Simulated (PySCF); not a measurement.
Bi(F)2(Me) (CH₃BiF₂), SMILES [CH3][Bi]([F])[F].

Geometry optimised at B3LYP-D3(BJ)/def2-SVP. The def2 effective core potentials stand for the cores of Bi; spin–orbit coupling is left out.

Method: M06-2X/def2-TZVPD in PySCF.

Symmetry labels are those of the subgroup Cs that the program uses (full group Cs).

Computed valence orbital energies around the gap with their symmetry:
| orbital | symmetry | energy (eV) |
|---|---|---|
| HOMO−7 | A' | -13.48 |
| HOMO−6 | A' | -13.12 |
| HOMO−5 | A" | -13.11 |
| HOMO−4 | A' | -12.87 |
| HOMO−3 | A" | -12.54 |
| HOMO−2 | A" | -12.46 |
| HOMO−1 | A' | -11.96 |
| HOMO | A' | -9.12 |
| LUMO | A" | -0.87 |
| LUMO+1 | A' | -0.75 |
| LUMO+2 | A' | 0.12 |
| LUMO+3 | A' | 0.48 |
